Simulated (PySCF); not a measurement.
**Os²⁺: excitation energy**

Os²⁺ [Xe] 4f14 5d6 (5D) → Os²⁺ [Xe] 4f14 5d5 6p1 (7P), as a difference of total energies. Calculation: PySCF 2.14, in def2-TZVPPD with the def2 core potential (60 electrons) (6s5p3d2f1g, 59 functions); scalar relativity through the core potential. Correlated levels: valence and next inner shell: nothing frozen outside the core potential. The calculations carry no spin-orbit coupling.

```csv
method,excitation energy (cm⁻¹)
UHF,62386
MP2 (valence and next inner shell),67412
SCS-MP2 (valence and next inner shell),69675
CCSD (valence and next inner shell),68229
CCSD(T) (valence and next inner shell),68622
```
